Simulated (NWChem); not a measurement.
Species: AlGeH$_{4}$OCl; SMILES [Cl][Al]([GeH3])[OH]

```xyz
8

Al     0.4387    -0.7178     0.0000
Cl    -0.9872    -2.2942     0.0000
Ge    -0.2213     1.6455     0.0000
H     -1.0815     1.9844    -1.2483
H     -1.0815     1.9844     1.2483
H      1.0126     2.5854     0.0000
O      2.1086    -1.1074     0.0000
H      2.4440    -2.0189     0.0000
```
Atoms are numbered in this order, from 1.

Program: NWChem. Medium grid unless said otherwise, to which SCAN and Minnesota functionals are sensitive. Coordinates come from a PBE-D3(BJ)/def2-SVP optimisation. Hybrids' shares of exact exchange are those that their runs print; pure functionals count as 0. The functionals differ in more than this share.

```csv
row,share of exact exchange,highest occupied level (eV)
PBE/def2-SVP,0.00,-6.99
N12/def2-SVP,0.00,-6.81
B3LYP/def2-SVP,0.20,-7.90
M06/def2-SVP,0.27,-8.08
PW6B95/def2-SVP,0.28,-8.19
Hartree-Fock/def2-SVP,1.00,withheld
```

Task: Fit a straight line of the last column on the one before it, predict the withheld value, and compare with the run.

Result: 
1. Means of the 5 shown rows: x = 0.150, y = -7.594. Slope Σ(x − x̄)(y − ȳ)/Σ(x − x̄)² = -0.3593/0.07880 = -4.560; intercept -6.910.
2. The shown rows scatter about the line by 0.072 (root mean square); the largest residual is +0.10, at N12/def2-SVP.
3. At x = 1.00 (Hartree-Fock/def2-SVP; beyond the shown range) the line gives -11.47.
4. The run gives -10.76, +0.71 from the line, 9.8 times the scatter.
